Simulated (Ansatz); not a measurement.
thulium atom (Tm), doublet (core potentials on Tm). Base run: PBE0/def2-SV(P) (Ansatz, an electronic-structure program).

The Ansatz input:
Ansatz 0.2 input:
```yaml
crystal:
  periodic: [false, false, false]
  atoms:
    - {symbol: Tm, position_ang: [0.00000000, 0.00000000, 0.00000000]}
basis:
  gaussian:
    orbitals: def2-SV_P_.json
hamiltonian:
  xc: pbe0
magnetization: {spin_polarized: true, initial_magnetization: 1}
```
The basis file holds def2-SV(P) in the JSON format of the Basis Set Exchange.

Each row names what was changed in the base input (with any setting that the change needs).

| change | E (Eh) | <S^2> | core-seconds (rough) | outcome |
|---|---|---|---|---|
| base | -1085.55528 | 0.751 | 10 | converged |
| functional = SVWN5 | -1085.16359 | 0.750 | 9 | converged |
| functional = pbe; dispersion = d4 | -1085.87725 | 0.751 | 20 | converged |
| functional = cam_b3lyp | -1085.57721 | 0.751 | 6 | converged |
| functional = wB97X | - | - | - | cut at the time limit |
| functional = wB97X-V | - | - | - | cut at the time limit |
| functional = revpbe | -1085.93897 | 0.751 | 20 | converged |
| functional = wB97M-V | -1085.00499 | 0.751 | 40 | converged |
| functional = blyp | -1085.71825 | 0.752 | 20 | converged |
| functional = lc_wpbe | -1085.85391 | 0.750 | 60 | converged |
| functional = b3lyp; dispersion = d3bj | -1085.69524 | 0.751 | 5 | converged |
| functional = r2scan | -1085.16964 | 0.755 | 50 | converged |
| functional = pbe; dispersion = d3bj | -1085.87725 | 0.751 | 20 | converged |

Totals shift with the method and basis; they matter in differences.
